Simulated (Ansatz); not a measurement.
Born–Oppenheimer molecular dynamics of F₃Ge₂H₃ (8 atoms, charge 0, multiplicity 1). It starts from a relaxed structure.

Computed with RKS PBE/def2-SVP (Ansatz).

| Property | Result |
| --- | --- |
| ensemble | NVE (velocity Verlet) |
| time step | 2.5 fs |
| steps asked | 40 |
| starting velocities drawn for | 1000 K |
| seed | 463218 |

First frame:

```xyz
8
Properties=species:S:1:pos:R:3
Ge 0.000 0.000 0.057
Ge 0.001 0.000 2.490
H -1.460 -0.199 2.949
H 0.903 -1.165 2.953
H 0.558 1.364 2.952
F 1.585 0.224 -0.641
F -0.986 1.260 -0.642
F -0.598 -1.484 -0.642
```

How far do the bonds stretch over the last three quarters of this one trajectory? (Pairs bonded in most of those frames.)


```json
{"bond": "Ge1–Ge2", "mean (Å)": "2.445", "spread (Å)": "0.043", "shortest": "2.38", "longest": "2.50"}
{"bond": "Ge1–F6", "mean (Å)": "1.753", "spread (Å)": "0.015", "shortest": "1.73", "longest": "1.78"}
{"bond": "Ge1–F7", "mean (Å)": "1.744", "spread (Å)": "0.015", "shortest": "1.72", "longest": "1.77"}
{"bond": "Ge1–F8", "mean (Å)": "1.745", "spread (Å)": "0.039", "shortest": "1.70", "longest": "1.81"}
{"bond": "Ge2–H3", "mean (Å)": "1.562", "spread (Å)": "0.071", "shortest": "1.46", "longest": "1.66"}
{"bond": "Ge2–H4", "mean (Å)": "1.549", "spread (Å)": "0.025", "shortest": "1.51", "longest": "1.60"}
{"bond": "Ge2–H5", "mean (Å)": "1.555", "spread (Å)": "0.054", "shortest": "1.47", "longest": "1.64"}
```

Mean temperature of the second half: 403 K. The conserved energy stayed within 4.7 meV per atom of its start (net change 1.8 meV per atom), so there is no drift, though single steps change it by up to 29 meV in the whole system, a sign of fast motions only just resolved. A step of 2.5 fs is long for free X–H stretches (periods near 10 fs) and can bias their spread and the temperature. A run of 0.1 ps of so small a system gives no equilibrium averages.

Run time: 67 s on 4 threads of Intel(R) Xeon(R) Platinum 8259CL CPU @ 2.50GHz (Skylake/Cascade Lake), with other jobs on the host, peak memory 0.21 GiB.
